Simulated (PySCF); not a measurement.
C₇H₆NPS.
Numbering: `[CH3:1][S:2][c:3]1[cH:4][cH:5][cH:6][p:7][c:8]1[C:9]#[N:10]`

Structure used (PBE0-D3(BJ)/def2-SVP), in Å, numbered top down from 1:
```xyz
16
C7H6NPS angstrom
C     -2.553   -0.823   -0.085
S     -1.704    0.750   -0.284
C     -0.004    0.326   -0.149
C      0.438   -0.987    0.066
C      1.780   -1.335    0.177
C      2.835   -0.431    0.088
P      2.661    1.267   -0.173
C      0.916    1.396   -0.269
C      0.415    2.716   -0.489
N      0.032    3.798   -0.668
H     -2.373   -1.268    0.904
H     -3.621   -0.579   -0.170
H     -2.293   -1.536   -0.881
H     -0.299   -1.785    0.154
H      2.011   -2.392    0.345
H      3.856   -0.810    0.190
```

Definitions: NICS(0) = −σiso at the ring centroid; NICS(1) = −σiso and NICS(1)zz = −σzz at ±1 Å along the ring normal z. Level: GIAO PBE0/pcSseg-1 (PySCF, non-relativistic, gas phase) on the PBE0-D3(BJ)/def2-SVP geometry, one conformer.

Ring bond lengths (Å), with Mayer bond orders in brackets: C3–C4 1.402 (1.32), C4–C5 1.392 (1.48), C5–C6 1.392 (1.43), C6–P7 1.726 (1.31), P7–C8 1.753 (1.27), C8–C3 1.416 (1.29).

Question: Give the NICS values of each ring in ppm.

Answer: 
```tsv
ring	type	NICS(0)	NICS(1), two faces	NICS(1)zz, two faces	rms pucker (Å)	centre to ring atoms, mean (Å)
C3–C4–C5–C6–P7–C8	6-membered ring with P; formal bonds all aromatic	-6.8	-9.5 / -9.5	-22.0 / -21.9	0.00	1.51
```

Question: What can be read from them?

Answer: 
- C3–C4–C5–C6–P7–C8: mean NICS(1)zz -22.0 ppm, shielded.

Question: What does the geometric index give? HOMA = 1 − mean of α(R − Ropt)² over the ring bonds, with Krygowski's 1993 parameters (CC: Ropt 1.388 Å, α 257.7 Å⁻²; CP: Ropt 1.698 Å, α 118.91 Å⁻²).

Answer: 
- C3–C4–C5–C6–P7–C8: HOMA 0.88; the largest term is that of P7–C8, α(R − Ropt)² = 0.36.

Question: Give the inner angles of the rings and the Hirshfeld charges of the ring atoms.

Answer: 
- C3–C4–C5–C6–P7–C8: C3 121.1° (-0.002 e), C4 123.4° (-0.054 e), C5 124.3° (-0.028 e), C6 124.9° (-0.110 e), P7 100.4° (+0.142 e), C8 125.9° (-0.068 e); sum 720.0° against 720° for a flat convex ring.

Question: How shielded are the nuclei of the rings and their hydrogens (means over atoms taken as equivalent)?

Answer: 
```csv
atoms,environment,σ isotropic (ppm),"principal values of the symmetric part, first atom (ppm)"
C3,substituted aromatic carbon,22.3,"-60.8, -30.3, 158.0"
C4,aromatic CH carbon,57.1,"-43.5, 37.4, 177.4"
C5,aromatic CH carbon,45.0,"-67.6, 29.0, 173.7"
C6,aromatic CH carbon,27.9,"-133.5, 37.4, 179.8"
P7,phosphorus bonded to 2 C,48.9,"-274.2, -69.2, 490.0"
C8,substituted aromatic carbon,44.6,"-104.1, 75.7, 162.2"
H14,aromatic hydrogen,24.30,"18.9, 23.1, 30.9"
H15,aromatic hydrogen,23.44,"19.1, 24.1, 27.1"
H16,aromatic hydrogen,22.75,"20.8, 20.9, 26.6"
```

Question: How do the values depend on the level or the medium?

Answer: 
```tsv
level	NICS(0), C3–C4–C5–C6–P7–C8	mean NICS(1)zz, C3–C4–C5–C6–P7–C8
PBE0/pcSseg-1, gas	-6.8	-22.0
wB97X-D/pcSseg-1, gas	-7.0	-22.8
PBE0/pcSseg-1, IEF-PCM cyclohexane	-6.7	-21.9
PBE0/pcSseg-1, IEF-PCM water	-6.6	-21.8
```

The geometry is the same throughout; the continuum's cavity takes Bondi-type radii × 1.2.
